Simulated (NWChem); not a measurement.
System: C2H5BO2; SMILES CB(O)C=O

The following NWChem deck was run.

```
start job
memory heap 200 mb stack 700 mb global 900 mb
geometry units angstroms noautosym nocenter noautoz
  C     -0.688024    -1.871388     0.001908
  B      0.056606    -0.493490     0.001181
  O      1.401853    -0.387649     0.000399
  C     -0.676344     0.957765     0.001092
  O      0.031506     1.958828    -0.001513
  H     -1.344716    -1.961065    -0.875695
  H     -1.350561    -1.957192     0.875484
  H     -0.002496    -2.724292     0.006007
  H      1.622871     0.568440    -0.000532
  H     -1.782647     1.086917     0.003466
end
basis spherical
  * library 6-311g**
end
dft
  xc b3lyp
  iterations 150
end
property
  shielding 9 1 2 3 4 5 6 8 9 10
end
task dft property
```

NWChem printed, in part:

```
             Northwest Computational Chemistry Package (NWChem) 7.3.0
             --------------------------------------------------------

                             Geometry "geometry" -> ""
                             -------------------------

 Output coordinates in angstroms (scale by  1.889725989 to convert to a.u.)

  No.       Tag          Charge          X              Y              Z
 ---- ---------------- ---------- -------------- -------------- --------------
    1 C                    6.0000    -0.68802400    -1.87138800     0.00190800
    2 B                    5.0000     0.05660600    -0.49349000     0.00118100
    3 O                    8.0000     1.40185300    -0.38764900     0.00039900
    4 C                    6.0000    -0.67634400     0.95776500     0.00109200
    5 O                    8.0000     0.03150600     1.95882800    -0.00151300
    6 H                    1.0000    -1.34471600    -1.96106500    -0.87569500
    7 H                    1.0000    -1.35056100    -1.95719200     0.87548400
    8 H                    1.0000    -0.00249600    -2.72429200     0.00600700
    9 H                    1.0000     1.62287100     0.56844000    -0.00053200
   10 H                    1.0000    -1.78264700     1.08691700     0.00346600

 Effective nuclear repulsion energy (a.u.)     153.1843369533

                              NWChem Property Module
                              ----------------------

  itol2e modified to match energy
  convergence criterion.

                                 NWChem DFT Module
                                 -----------------

 Summary of "ao basis" -> "ao basis" (spherical)
 ------------------------------------------------------------------------------
       Tag                 Description            Shells   Functions and Types
 ---------------- ------------------------------  ------  ---------------------
 C                          6-311g**                 8       18   4s3p1d
 B                          6-311g**                 8       18   4s3p1d
 O                          6-311g**                 8       18   4s3p1d
 H                          6-311g**                 4        6   3s1p

  itol2e modified to match energy
  convergence criterion.

            General Information
            -------------------
          SCF calculation type: DFT
          Wavefunction type:  closed shell.
          No. of atoms     :    10
          No. of electrons :    38
           Alpha electrons :    19
            Beta electrons :    19
          Charge           :     0
          Spin multiplicity:     1
          Use of symmetry is: off; symmetry adaption is: off
          Maximum number of iterations: 150
          AO basis - number of functions:   120
                     number of shells:    60
          Convergence on energy requested:  1.00D-07
          Convergence on density requested:  1.00D-05
          Convergence on gradient requested:  5.00D-04

              XC Information
              --------------
                         B3LYP Method XC Potential
                     Hartree-Fock (Exact) Exchange  0.200
                        Slater Exchange Functional  0.800 local
                    Becke 1988 Exchange Functional  0.720 non-local
              Lee-Yang-Parr Correlation Functional  0.810
                  VWN I RPA Correlation Functional  0.190 local

             Grid Information
             ----------------
          Grid used for XC integration:  fine
          Radial quadrature: Mura-Knowles
          Angular quadrature: Lebedev.
          Tag              B.-S. Rad. Rad. Pts. Rad. Cut. Ang. Pts.
          ---              ---------- --------- --------- ---------
          C                   0.70       70          11.0       590
          B                   0.85       70           9.0       590
          O                   0.60       70          12.0       590
          H                   0.35       60          12.0       590
          Grid pruning is: on
          Number of quadrature shells:   650
          Spatial weights used:  Erf1

      Superposition of Atomic Density Guess
      -------------------------------------

 Sum of atomic energies:        -251.92163239

      Non-variational initial energy
      ------------------------------

 Total energy =    -254.210208
 1-e energy   =    -645.566793
 2-e energy   =     238.172249
 HOMO         =      -0.284136
 LUMO         =      -0.091807

   convergence    iter        energy       DeltaE   RMS-Dens  Diis-err
 ---------------- ----- ----------------- --------- --------- ---------
 d= 0,ls=0.0,diis     1   -254.5014214968 -4.08D+02  1.09D-02  1.33D+00
 d= 0,ls=0.0,diis     2   -254.1889096315  3.13D-01  7.71D-03  4.64D+00
 d= 0,ls=0.0,diis     3   -254.6339423389 -4.45D-01  1.67D-03  9.61D-02
 d= 0,ls=0.0,diis     4   -254.6375745175 -3.63D-03  9.44D-04  5.30D-02
 d= 0,ls=0.0,diis     5   -254.6422048532 -4.63D-03  1.75D-04  2.17D-03
  Resetting Diis
 d= 0,ls=0.0,diis     6   -254.6423820953 -1.77D-04  5.46D-05  1.49D-04
 d= 0,ls=0.0,diis     7   -254.6423992152 -1.71D-05  1.81D-05  3.76D-06
 d= 0,ls=0.0,diis     8   -254.6423987154  5.00D-07  1.11D-05  8.65D-06
 d= 0,ls=0.0,diis     9   -254.6423995857 -8.70D-07  2.92D-06  7.23D-07
 d= 0,ls=0.0,diis    10   -254.6423996484 -6.27D-08  5.52D-07  1.75D-08

         Total DFT energy =     -254.642399648428
      One electron energy =     -649.820022181762
           Coulomb energy =      276.005830147778
    Exchange-Corr. energy =      -34.012544567739
 Nuclear repulsion energy =      153.184336953295

 Numeric. integr. density =       37.999999943575

                       DFT Final Molecular Orbital Analysis
                       ------------------------------------

 Vector   17  Occ=2.000000D+00  E=-3.626881D-01
              MO Center=  8.9D-01, -3.1D-01,  1.8D-05, r^2= 2.2D+00
   Bfn.  Coefficient  Atom+Function         Bfn.  Coefficient  Atom+Function
  ----- ------------  ---------------      ----- ------------  ---------------
    45      0.369392   3 O  pz               49      0.353683   3 O  pz
    41      0.255849   3 O  pz               81     -0.131805   5 O  pz
    85     -0.110782   5 O  pz               31      0.109562   2 B  pz
    77     -0.089268   5 O  pz                9     -0.088708   1 C  pz
    27      0.086130   2 B  pz               67     -0.077590   4 C  pz

 Vector   18  Occ=2.000000D+00  E=-3.544620D-01
              MO Center=  1.0D-01, -5.4D-01,  8.9D-04, r^2= 3.3D+00
   Bfn.  Coefficient  Atom+Function         Bfn.  Coefficient  Atom+Function
  ----- ------------  ---------------      ----- ------------  ---------------
    44      0.196475   3 O  py               64     -0.187096   4 C  s
     8      0.185635   1 C  py               79     -0.176529   5 O  px
    24      0.168644   2 B  s                48      0.156920   3 O  py
    83     -0.154097   5 O  px               46     -0.145742   3 O  s
    12      0.138065   1 C  py               40      0.138414   3 O  py

 Vector   19  Occ=2.000000D+00  E=-2.617277D-01
              MO Center= -2.7D-01,  1.2D+00,  2.5D-05, r^2= 2.3D+00
   Bfn.  Coefficient  Atom+Function         Bfn.  Coefficient  Atom+Function
  ----- ------------  ---------------      ----- ------------  ---------------
    83      0.280686   5 O  px               79      0.262065   5 O  px
    84     -0.258285   5 O  py               80     -0.223107   5 O  py
   116      0.199983  10 H  s                75      0.185870   5 O  px
    64     -0.172740   4 C  s                28     -0.161560   2 B  s
    76     -0.158448   5 O  py               26     -0.152973   2 B  py

[...]

          -----------------------------------------
          Chemical Shielding Tensors (GIAO, in ppm)
          -----------------------------------------

                                NWChem CPHF Module
                                ------------------

  scftype          =     RHF
  nclosed          =       19
  nopen            =        0
  variables        =     1919
  # of vectors     =        3
  tolerance        = 0.10D-03
  level shift      = 0.00D+00
  max iterations   =       50
  max subspace     =       30

 SCF residual:    7.0733006759695887E-005

Iterative solution of linear equations
  No. of variables     1919
  No. of equations        3
  Maximum subspace       30
        Iterations       50
       Convergence  1.0D-04

   iter   nsub   residual    time
   ----  ------  --------  ---------
     1      3    7.81D-01     163.1
     2      6    1.29D-01     176.0
     3      9    5.35D-03     189.6
     4     12    4.68D-04     202.8
     5     15    3.27D-05     214.7

      Atom:    1  C
        Diamagnetic
    246.7864      4.1412     -0.0097
      4.1412    253.7659     -0.0086
     -0.0097     -0.0086    243.9858

        Paramagnetic
    -76.8430      3.1073     -0.0301
      3.1073    -63.6508     -0.0191
     -0.0301     -0.0191    -56.2235

        Total Shielding Tensor
    169.9434      7.2485     -0.0398
      7.2485    190.1150     -0.0277
     -0.0398     -0.0277    187.7623

           isotropic =     182.6069
          anisotropy =      14.7644

          Principal Components and Axis System
                 1           2           3
              192.4499    187.7620    167.6089

      1         0.3066      0.0011      0.9519
      2         0.9518      0.0083     -0.3066
      3        -0.0082      1.0000      0.0015

      Atom:    2  B
        Diamagnetic
    195.9896      0.2041     -0.0113
      0.2041    206.6384     -0.0117
     -0.0113     -0.0117    179.4132

        Paramagnetic
   -146.7819     40.9424     -0.0219
     40.9424   -155.1425     -0.0127
     -0.0219     -0.0127    -77.1982

        Total Shielding Tensor
     49.2077     41.1466     -0.0332
     41.1466     51.4959     -0.0244
     -0.0332     -0.0244    102.2150

           isotropic =      67.6395
          anisotropy =      51.8635

          Principal Components and Axis System
                 1           2           3
              102.2152     91.5141      9.1893

      1        -0.0027      0.6972      0.7169
      2        -0.0027      0.7169     -0.6972
      3         1.0000      0.0038      0.0001

      Atom:    3  O
        Diamagnetic
    400.0239     10.6291     -0.0272
     10.6291    385.6916     -0.0223
     -0.0272     -0.0223    366.9380

        Paramagnetic
   -275.4599    -35.4390      0.1366
    -35.4390   -410.1963      0.1131
      0.1366      0.1131    -19.8816

        Total Shielding Tensor
    124.5640    -24.8100      0.1094
    -24.8100    -24.5047      0.0908
      0.1094      0.0908    347.0564

           isotropic =     149.0386
          anisotropy =     297.0269

          Principal Components and Axis System
                 1           2           3
              347.0565    128.5847    -28.5255

      1         0.0005      0.9871      0.1600
      2         0.0002     -0.1600      0.9871
      3         1.0000     -0.0004     -0.0003

      Atom:    4  C
        Diamagnetic
    257.9653      1.6947     -0.0425
      1.6947    264.3788     -0.0270
     -0.0425     -0.0270    238.9758

        Paramagnetic
   -416.7721    -27.8384      0.7045
    -27.8384   -367.7712      0.3453
      0.7045      0.3453   -142.4832

        Total Shielding Tensor
   -158.8068    -26.1438      0.6620
    -26.1438   -103.3925      0.3183
      0.6620      0.3183     96.4926

           isotropic =     -55.2355
          anisotropy =    -170.9407

          Principal Components and Axis System
                 1           2           3
             -169.1960     96.4946    -93.0052

      1         0.9293      0.0025     -0.3692
      2         0.3692      0.0013      0.9293
      3        -0.0028      1.0000     -0.0003

      Atom:    5  O
        Diamagnetic
    397.9441     14.9003     -0.0329
     14.9003    403.5158     -0.0466
     -0.0329     -0.0466    388.8374

        Paramagnetic
  -1302.6193   -454.1667      3.5000
   -454.1667  -1509.2642      2.7646
      3.5000      2.7646     33.0126

        Total Shielding Tensor
   -904.6752   -439.2664      3.4672
   -439.2664  -1105.7484      2.7180
      3.4672      2.7180    421.8500

           isotropic =    -529.5245
          anisotropy =   -1389.4825

          Principal Components and Axis System
                 1           2           3
            -1455.8462   -554.5882    421.8608

      1         0.6233      0.7820      0.0022
      2         0.7820     -0.6233      0.0011
      3        -0.0023     -0.0010      1.0000

      Atom:    6  H
        Diamagnetic
     29.6551      2.5764      6.8498
      2.5764     27.4266      2.0670
      6.8498      2.0670     32.0063

        Paramagnetic
      2.2872     -2.2402     -2.9271
     -2.2402      0.9177     -0.8572
     -2.9271     -0.8572      1.6125

        Total Shielding Tensor
     31.9423      0.3362      3.9227
      0.3362     28.3443      1.2098
      3.9227      1.2098     33.6188

           isotropic =      31.3018
          anisotropy =       8.4673

          Principal Components and Axis System
                 1           2           3
               36.9467     29.0528     27.9060

      1         0.6169      0.7204      0.3168
      2         0.1332     -0.4923      0.8602
      3         0.7757     -0.4885     -0.3997

      Atom:    7  H
        Diamagnetic
     29.2250     -5.6059      0.0276
     -5.6059     37.0762     -0.0480
      0.0276     -0.0480     23.8647

        Paramagnetic
      2.6105      2.6530     -0.0135
      2.6530     -2.9577      0.0172
     -0.0135      0.0172      3.5302

        Total Shielding Tensor
     31.8355     -2.9528      0.0140
     -2.9528     34.1184     -0.0308
      0.0140     -0.0308     27.3948

           isotropic =      31.1162
          anisotropy =       7.5399

          Principal Components and Axis System
                 1           2           3
               36.1429     29.8112     27.3947

      1        -0.5654      0.8248     -0.0002
      2         0.8248      0.5654      0.0045
      3        -0.0038     -0.0024      1.0000

      Atom:    8  H
        Diamagnetic
     28.3637      5.2699     -0.0121
      5.2699     38.8472     -0.0227
     -0.0121     -0.0227     15.8382

        Paramagnetic
     -4.1440     -1.3797      0.0032
     -1.3797     -8.0916      0.0014
      0.0032      0.0014      2.5869

        Total Shielding Tensor
     24.2198      3.8903     -0.0090
      3.8903     30.7556     -0.0213
     -0.0090     -0.0213     18.4251

           isotropic =      24.4668
          anisotropy =      12.1524

          Principal Components and Axis System
                 1           2           3
               32.5684     22.4070     18.4250

      1         0.4224      0.9064      0.0005
      2         0.9064     -0.4224      0.0016
      3        -0.0016      0.0002      1.0000

      Atom:    9  H
        Diamagnetic
     40.6918     -1.8476     -0.0402
     -1.8476     26.5137      0.0007
     -0.0402      0.0007     21.9574

        Paramagnetic
    -23.2399     -0.6543      0.0566
     -0.6543     -3.8695      0.0070
      0.0566      0.0070     -0.1202

        Total Shielding Tensor
     17.4519     -2.5020      0.0164
     -2.5020     22.6442      0.0077
      0.0164      0.0077     21.8371

           isotropic =      20.6444
          anisotropy =       4.5137

          Principal Components and Axis System
                 1           2           3
               23.6536     21.8372     16.4425

      1        -0.3741      0.0033      0.9274
      2         0.9274      0.0007      0.3741
      3         0.0006      1.0000     -0.0034
```

Level: B3LYP/6-311G** (spherical d), GIAO. The geometry was optimised at B3LYP/6-31G* (spherical d). The output numbers the shielded atoms by their place in the input's list. The printed shielding anisotropy is the first printed principal value minus the mean of the other two.
